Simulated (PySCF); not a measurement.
Computed properties of BrClH2O2Sn, SMILES [OH][Sn]([OH])([Cl])[Br]

Sn(Cl)(Br)(OH)2 (BrClH₂O₂Sn), SMILES [OH][Sn]([OH])([Cl])[Br]. Geometry: PBE0-D3(BJ)/def2-SVP. The structure was generated by enumeration; whether it is a known compound was not checked. The def2 effective core potentials stand for the cores of Sn; spin–orbit coupling is left out. The values are those of a single conformer. All values are computed for the isolated molecule unless a solvent is named; none is compared with measurement here.

**Structure.** All 15 harmonic modes at PBE0-D3(BJ)/def2-SVP (PySCF) are real, so it is a minimum. With heavy atoms numbered as in [OH:1][Sn:2]([OH:3])([Cl:4])[Br:5], the shortest bond between them is O1–Sn2 at 1.957 Å and the longest Sn2–Br5 at 2.457 Å.

**Vibrations.** The strongest infrared lines (harmonic, unscaled, degenerate partners summed) lie at 3866 cm⁻¹ (120 km/mol, H 94 %), 3880 cm⁻¹ (101 km/mol, H 94 %), 199 cm⁻¹ (99 km/mol, O 54 %, H 37 %). The softest mode is at 62 cm⁻¹ and the zero-point energy is 17.7 kcal/mol.

**Electronic structure.** ωB97X/def2-TZVP (PySCF) places the frontier levels at -11.40 and -0.70 eV, a gap of 10.70 eV, and gives a dipole moment of 1.64 D and a mean polarisability of 74.0 bohr³. PBE/def2-TZVP (PySCF) at the same geometry gives -7.62 and -3.64 eV, so its gap is 6.72 eV narrower. An orbital gap is neither the optical nor the fundamental gap.

**Excitations.** TDA-PBE0/def2-SVPD (PySCF) has S1 at 4.80 eV (259 nm, f = 0.006, weak); the most intense of the 10 singlets computed lies at 5.59 eV (f = 0.12). T1 (TDA) is at 4.38 eV, 0.42 eV under S1. TDA-PBE/def2-SVPD (PySCF) puts S1 at 4.05 eV. No vertical singlet excitation falls in the visible range (under 3.1 eV).
